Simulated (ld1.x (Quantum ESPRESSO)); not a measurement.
## Pseudopotential generation for magnesium: PAW, BLYP, non-relativistic.

```json
{
  "Element": "Mg (Z = 12)",
  "Generator": "ld1.x (Quantum ESPRESSO) 7.5",
  "Type": "PAW",
  "Functional": "BLYP",
  "Relativity": "non-relativistic",
  "Frozen core": "[Ne]",
  "Valence charge": "2",
  "Reference configuration": "3s2 3p0",
  "Partial waves": "3s (bound): rcut 2.00, rcutus 2.70 bohr; 3s channel at 0.7 Ry: rcut 2.00, rcutus 2.70 bohr; 3p (bound, empty): rcut 2.90, rcutus 3.95 bohr; 3p channel at 3.8 Ry: rcut 2.90, rcutus 3.95 bohr; 3d channel at 0.05 Ry: rcut 3.00, rcutus 3.80 bohr; 3d channel at 2.8 Ry: rcut 3.00, rcutus 3.80 bohr",
  "Local potential": "all-electron potential smoothed inside 2.20 bohr (lloc = -1)",
  "Core correction": "a·sin(br)/r model core, default radius (core density twice the valence density)",
  "Augmentation charge": "PSQ, radius 2.05 bohr"
}
```

- Cutoffs needed: 6 Ry and 6 Ry (the cutoffs (Ry, on a coarse ladder) from which the occupation-weighted sum of valence levels, in a spherical-Bessel basis at the reference potential, stays within 10 and 1 mRy of its value at 400 Ry)
- Ghost test: no extra level below or beside the all-electron valence levels (s, p, d, f tested) (spherical-Bessel basis up to 400 Ry, 20 bohr box)
- Largest excitation error: -5.6 meV (all-electron minus pseudo) for 3s1 3p0, out of 5 test configurations
- Lowest eigenvalue of the overlap operator: 0.45 (s channel)
- Density cutoff estimated by the generator: 105 Ry
